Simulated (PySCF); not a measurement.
Rows and methods have been separated. Pair them.

C4H7BS.
Cartesian coordinates in Å at the PBE0-D3(BJ)/def2-SVP level; atoms count from 1:
```
atom  x, y, z in Å
B1    -1.1584   -0.8856    0.3951
C2    -0.5749    0.1398   -0.6355
C3     0.6053   -0.7915   -0.4660
C4     1.4740   -0.3642    0.4867
S5     1.1749    1.2200    1.1166
C6    -0.1482    1.5134   -0.1318
H7    -1.1132   -0.6524    1.5792
H8    -1.6649   -1.9067   -0.0095
H9    -0.9941    0.1489   -1.6491
H10    0.7340   -1.7275   -1.0101
H11    2.3368   -0.9240    0.8555
H12   -0.9626    2.0613    0.3620
H13    0.2763    2.1479   -0.9270
```

The closed-shell ground state was solved 3 times with PySCF (density fitting, gas phase), always with PBE0, in these basis sets: 6-31G, STO-3G and pcSseg-1.

```
row  total energy (Eh)  HOMO (eV)  LUMO (eV)  dipole (D)
  P          -579.2261      -6.34      -1.44        1.69
  Q          -572.7235      -3.86       1.57        2.04
  R          -579.1719      -6.20      -1.13        1.82
```

Task: Which basis belongs to which row?

Result: P = pcSseg-1, Q = STO-3G, R = 6-31G. From the lowest total energy up: pcSseg-1 (144 functions) 0 eV; 6-31G (72 functions) +1.48 eV; STO-3G (41 functions) +176.95 eV.

One conformer stands for the species.
